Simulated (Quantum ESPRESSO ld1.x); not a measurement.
Results of a calculation; reference values are marked as such.
Q: Neutral sulfur, 16 electrons, occupied as [Ne] 3p4 4p2 (not the ground configuration). Level of theory: Dirac Kohn-Sham, PBE, spin-unpolarised, spherical densities, point nucleus; open shells fill j = l - 1/2 first (ld1.x of Quantum ESPRESSO 7.5). Some entries of the table are withheld. Estimate them.

orbital,occ.,eigenvalue (Ry),r(max) (bohr),<r> (bohr)
1s1/2,2,-178.1350,0.06329,0.09687
2s1/2,2,(1),0.3882,0.4783
2p1/2,2,(2),0.3245,0.4401
2p3/2,4,(3),0.3263,0.4424
3s1/2,0,-2.2082,1.364,1.573
3p1/2,2,-1.3724,1.486,1.762
3p3/2,2,-1.3639,1.491,1.768
3d3/2,0,-0.2900,1.883,2.678
3d5/2,0,-0.2897,1.884,2.680
4p1/2,2,-0.1595,5.123,5.826
4p3/2,0,-0.1587,5.136,5.840

A: 
(1) 2s1/2 eigenvalue (Ry): -16.8327
(2) 2p1/2 eigenvalue (Ry): -12.8391
(3) 2p3/2 eigenvalue (Ry): -12.7460
